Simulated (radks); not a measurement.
Question: Radial electron density D(r) = 4 pi r^2 rho(r) of an atom or ion with 58 electrons. All-electron calculation, scalar-relativistic Kohn-Sham, PBE, spin-polarised, spherical densities, point nucleus. Program: a radial shooting solver on a logarithmic mesh with Libxc functionals.

```
   r/bohr * D(r) (the largest magnitude, 102, reaches the edge; | marks zero)
  0.00115 | *
 0.001558 |  *
 0.002112 |    *
 0.002839 |       *
 0.003848 |            *
 0.005215 |                  *
 0.007067 |                          *
 0.009578 |                                 *
  0.01298 |                                       *
  0.01745 |                                         *
  0.02365 |                                       *
  0.03206 |                                    *
  0.04344 |                                        *
  0.05888 |                                                  *
   0.0798 |                                                      *
   0.1073 |                                             *
   0.1454 |                                        *
   0.1971 |                                               *
   0.2671 |                                       *
   0.3619 |                   *
   0.4905 |                  *
   0.6648 |                  *
   0.8938 |         *
    1.211 |    *
    1.642 |   *
    2.225 | *
    3.015 |*
    4.087 *
    5.494 *
    7.446 *
    10.09 *
```

What is the nuclear charge?

Answer: Z = 59. The innermost maximum, from 1s, lies near gamma/Z bohr with gamma = sqrt(1 - (Z/c)^2) = 0.903, here 0.0153 bohr (found: 0.0168), and its height grows with Z. The density is that of the praseodymium ion Pr+ in [Xe] 4f1 5d1 6s2; the configuration itself is not fixed sharply by these data, and Z only to a few units. D(r) has 4 maxima, at r = 0.0168, 0.0743, 0.208, 0.576 bohr, and minima at 0.0323, 0.137, 0.421 bohr, inside which lie 1.96, 11.15, 28.98 electrons.
